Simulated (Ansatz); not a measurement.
`C[CH](F)[InH2]` + CH₃NH₂ → `C[NH][InH2]` + `CCF` at 298.15 K and 1 bar (ligand exchange at the In–C bond).

Isolated molecules relaxed with PBE0-D4/def2-TZVP in Ansatz; ΔE leaves out vibrations. CCSD(T)/CBS is the MP2 limit (def2-TZVPP, def2-QZVPP) plus CCSD(T) − MP2 in def2-TZVPP, frozen cores. def2 core potentials past Kr. For In outer-core shells are correlated without core-valence functions, which leaves a few kJ/mol of doubt a bond.

```json
{"species": "`C[CH](F)[InH2]`", "CCSD(T)/CBS energy (Eh)": "-369.27081", "H − E (kJ/mol)": "199.4", "S (J/(mol·K))": "351.4"}
{"species": "CH₃NH₂", "CCSD(T)/CBS energy (Eh)": "-95.75281", "H − E (kJ/mol)": "180.0", "S (J/(mol·K))": "240.4"}
{"species": "`C[NH][InH2]`", "CCSD(T)/CBS energy (Eh)": "-286.14916", "H − E (kJ/mol)": "189.4", "S (J/(mol·K))": "318.2"}
{"species": "`CCF`", "CCSD(T)/CBS energy (Eh)": "-178.90141", "H − E (kJ/mol)": "191.2", "S (J/(mol·K))": "263.6"}
```

H − E and S are ideal-gas, rigid-rotor, harmonic terms from PBE0-D4/def2-TZVP, for one conformer and one mirror image of each species. 1 Eh = 2625.50 kJ/mol, R = 8.31446 J/(mol·K).

Task: By hand: ΔE, ΔH, ΔS and ΔG.

Result: ΔE = (-286.14916) + (-178.90141) − (-369.27081) − (-95.75281) = -0.02695 Eh = -70.8 kJ/mol. Δ(H − E) = 189.4 + 191.2 − 199.4 − 180.0 = 1.2, so ΔH = -69.6 kJ/mol. ΔS = 318.2 + 263.6 − 351.4 − 240.4 = -10.0 J/(mol·K). ΔG = -69.6 − 298.15 × (-10.0)/1000 = -66.6 kJ/mol.

Task: By hand: the equilibrium constant, and the temperature at which ΔG would vanish if ΔH and ΔS stayed fixed.

Result: log₁₀ K = −ΔG/(RT ln 10) = 11.7. ΔG = 0 at ΔH/ΔS = 6960 K, far beyond where these terms or the molecules hold.

The number of gas molecules stays the same, so ΔS is small and ΔH decides. A doubt of 5 kJ/mol in ΔE shifts log₁₀ K by 0.9 here. Other conformers and mirror images would add mixing entropy, several J/(mol·K) or more a flexible species. Modes under 60 cm⁻¹, often nearly free rotors, make the harmonic entropy too high. These are equilibria of isolated gas molecules and say nothing of rates. Largest T1 diagnostic: 0.016 (customary marks: 0.02 for closed shells, 0.045 for open ones).
